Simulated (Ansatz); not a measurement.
C2H6S2Si can be A, `CC1(S)[SiH2]S1`, or B, `C=C([SiH3])SS`.

Gas-phase electronic energies from Ansatz, PBE0-D4/def2-TZVP geometries. CCSD(T)/CBS is the MP2 limit (def2-TZVPP, def2-QZVPP) plus CCSD(T) − MP2 in def2-TZVPP, frozen cores. DFT in def2-TZVPP. B3LYP here is the variant with VWN-RPA as its local correlation; programs differ in this. Each species was taken in one conformer, which may not be the lowest.

A:

Z-matrix (Å, degrees):
```
C
C 1 1.510
H 1 1.092 2 110.0
H 1 1.092 2 111.2 3 -120.9
H 1 1.094 2 110.6 3 119.2
S 2 1.785 1 115.0 3 -54.6
Si 2 1.855 1 121.3 3 91.5
S 2 1.887 1 113.4 3 168.6
H 6 1.347 2 97.6 1 -63.4
H 7 1.478 2 119.4 1 -147.8
H 7 1.480 2 117.7 1 -3.2
```

B:

```xyz
11

C     0.2141   -1.7711    0.5908
C     0.2987   -0.4661    0.3245
Si   -0.3042    0.2366   -1.3066
S     1.0796    0.5703    1.5188
S     0.4675    2.4524    1.0349
H    -0.1848   -2.4616   -0.1439
H     0.5482   -2.1973    1.5332
H     0.7438    1.0636   -1.9536
H    -1.5396    1.0404   -1.1379
H    -0.6168   -0.9412   -2.1591
H    -0.7063    2.4741    1.6988
```

Which isomer does CCSD(T)/CBS put lower? Give the gap. (Estimate.)

The calculation gave: A, by 14.8 kcal/mol.

Give E(B) − E(A) in kcal/mol with HF/def2-TZVPP, ωB97M-V, r2SCAN-D4, CCSD(T)/def2-TZVPP, PBE-D4, PBE0-D4, B3LYP. (Estimate.)

Computed: HF/def2-TZVPP 8.9, ωB97M-V 14.4, r2SCAN-D4 15.0, CCSD(T)/def2-TZVPP 14.5, PBE-D4 14.4, PBE0-D4 16.2, B3LYP 10.1. None reverses the order clearly.

Largest T1 diagnostic: 0.013.

From PBE to PBE0 (25 % exact exchange), in def2-TZVPP and without D4, E(B) − E(A) moves by +1.9 kcal/mol. In def2-TZVPP, CCSD(T) changes the Hartree–Fock value by +5.6 kcal/mol (the triples alone add +0.4 kcal/mol) and MP2 by +9.7 kcal/mol.
